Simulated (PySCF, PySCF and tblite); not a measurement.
A run on one conformer of C9H12O, numbered as in [CH3:1][CH:2]([CH3:3])[O:4][c:5]1[cH:6][cH:7][cH:8][cH:9][cH:10]1, from an ensemble study. The sound level was PBE0/pcSseg-1 (IEF-PCM, chloroform) on GFN2-xTB geometries.

Input:

```
{"job": {"xc": "PBE0", "basis": "pcSseg-1", "grid": 0, "kind": "nmr", "pop": false}, "charge": 0, "multiplicity": 1}
C     -1.960482    -1.317697     0.416814
C     -1.699939    -0.014964    -0.340683
C     -2.943183     0.869667    -0.352363
O     -0.680797     0.747093     0.290559
C      0.628619     0.413383     0.143974
C      1.126856    -0.614675    -0.649779
C      2.493443    -0.832885    -0.719575
C      3.376557    -0.044136    -0.007549
C      2.883028     0.981150     0.784676
C      1.525812     1.209318     0.860751
H     -1.057302    -1.920442     0.475536
H     -2.286874    -1.091141     1.429032
H     -2.734827    -1.891227    -0.085598
H     -1.409803    -0.235596    -1.378615
H     -3.768499     0.349526    -0.830049
H     -3.221485     1.122844     0.667130
H     -2.740668     1.790157    -0.893410
H      0.468794    -1.251096    -1.221060
H      2.865156    -1.635146    -1.340722
H      4.439100    -0.224696    -0.067235
H      3.561310     1.606160     1.346704
H      1.124772     2.003788     1.470614
```

Command: OMP_NUM_THREADS=1 python ens_run.py task.json out

Output:

```
final grid: 18304 points
cycle   1  E = -424.6910354075  dE =  1.588e+00  |g| = 6.187e-01  |ddm| = 4.339e+00
cycle   2  E = -424.6594435053  dE =  3.159e-02  |g| = 7.631e-01  |ddm| = 1.286e+00
cycle   3  E = -424.7740030500  dE = -1.146e-01  |g| = 1.176e-01  |ddm| = 7.286e-01
cycle   4  E = -424.7765088334  dE = -2.506e-03  |g| = 3.680e-02  |ddm| = 1.160e-01
cycle   5  E = -424.7767912875  dE = -2.825e-04  |g| = 9.086e-03  |ddm| = 3.981e-02
cycle   6  E = -424.7768077699  dE = -1.648e-05  |g| = 4.339e-03  |ddm| = 1.299e-02
cycle   7  E = -424.7768127353  dE = -4.965e-06  |g| = 9.188e-04  |ddm| = 4.826e-03
cycle   8  E = -424.7768129497  dE = -2.144e-07  |g| = 1.818e-04  |ddm| = 9.317e-04
cycle   9  E = -424.7768129568  dE = -7.073e-09  |g| = 7.487e-05  |ddm| = 2.181e-04
cycle  10  E = -424.7768129580  dE = -1.230e-09  |g| = 2.927e-05  |ddm| = 1.055e-04
cycle  11  E = -424.7768129583  dE = -2.402e-10  |g| = 6.260e-06  |ddm| = 3.480e-05
converged SCF energy = -424.7768129583

GIAO shielding tensors (ppm)
atom      isotropic    diamagn.    paramagn.     s11        s22        s33       span
  0 C      165.791     250.262     -84.471    147.678    161.738    187.956     40.278
  1 C      116.775     244.366    -127.591     85.367    108.878    156.080     70.713
  2 C      161.619     246.463     -84.844    143.677    154.153    187.026     43.350
  3 O      182.290     402.965    -220.675    117.373    198.927    230.568    113.195
  4 C       22.569     252.826    -230.257    -63.908     15.165    116.450    180.358
  5 C       73.339     258.537    -185.198    -13.084     52.767    180.335    193.420
  6 C       52.654     253.246    -200.592    -58.581     40.724    175.818    234.399
  7 C       62.414     254.491    -192.077    -43.062     51.282    179.022    222.084
  8 C       51.592     253.606    -202.014    -59.511     38.730    175.558    235.069
  9 C       62.312     253.033    -190.721    -28.045     51.545    163.437    191.482
 10 H       29.719      32.722      -3.003     23.840     30.993     34.324     10.483
 11 H       30.703      31.347      -0.644     27.660     28.416     36.033      8.373
 12 H       30.783      30.330       0.453     26.924     27.989     37.436     10.512
 13 H       27.246      33.665      -6.419     23.974     28.028     29.737      5.763
 14 H       30.569      28.408       2.161     26.234     28.399     37.073     10.839
 15 H       30.150      29.801       0.349     27.070     28.250     35.130      8.060
 16 H       29.992      29.638       0.354     25.884     27.674     36.419     10.535
 17 H       24.862      35.284     -10.423     20.148     23.755     30.682     10.534
 18 H       24.142      30.402      -6.260     20.580     24.457     27.389      6.809
 19 H       24.565      28.746      -4.180     21.251     25.666     26.779      5.527
 20 H       24.101      29.265      -5.164     20.714     24.696     26.893      6.179
 21 H       24.435      32.731      -8.296     20.302     23.947     29.055      8.754
```

Q: What is wrong with this calculation?

A: The setting at fault: integration grid far too coarse. (The solvent model also differs from the sound level's.) The calculation finished and met its thresholds.
